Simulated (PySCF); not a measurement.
Radial density of Bi⁺ (bismuth, charge +1)

UHF, [Xe] 4f14 5d10 6s1 6p2 7s1, high-spin 5P determinant (an excited configuration). All numbers are calculated (PySCF 2.14, a scalar-relativistic core potential, in aug-cc-pVQZ-PP with one added diffuse shell each of s, p, d, f, g type with ECP60MDF (8s8p6d4f3g, 117 functions)). This is the valence pseudo-density: the core potential removes the inner electrons and smooths the orbitals near the nucleus.

```tsv
r (bohr)	4πr²ρ (e/bohr)	4πr²(ρα − ρβ)
0.00845	1.775e-05	0.0000
0.0142	3.842e-05	0.0000
0.0239	7.320e-05	0.0000
0.0402	0.0001146	0.0000
0.0676	0.0001895	0.0000
0.114	0.0007226	0.0000
0.191	0.008133	0.0002
0.322	0.2225	0.0089
0.541	6.395	0.2226
0.911	22.02	-0.0344
1.53	7.805	0.9952
2.58	1.678	1.3855
4.33	0.4133	0.4124
7.29	0.09713	0.0971
12.3	0.0009561	0.0010
```

Energies and moments cover only the electrons outside the core potential. Spin-orbit coupling is strong in this species (close to jj coupling), so the high-spin LS determinant is a model state, not a physical level. The outer electron is Rydberg-like, and this basis confines it to a smaller radius and binds it less than a complete one would.

Q: Where is the radial spin density 4πr²(ρα − ρβ) most negative, and why is it negative at all?

A: Around r = 0.911 bohr, down to -0.0344 e/bohr: exchange with the open shell polarises the paired shells in an unrestricted calculation.
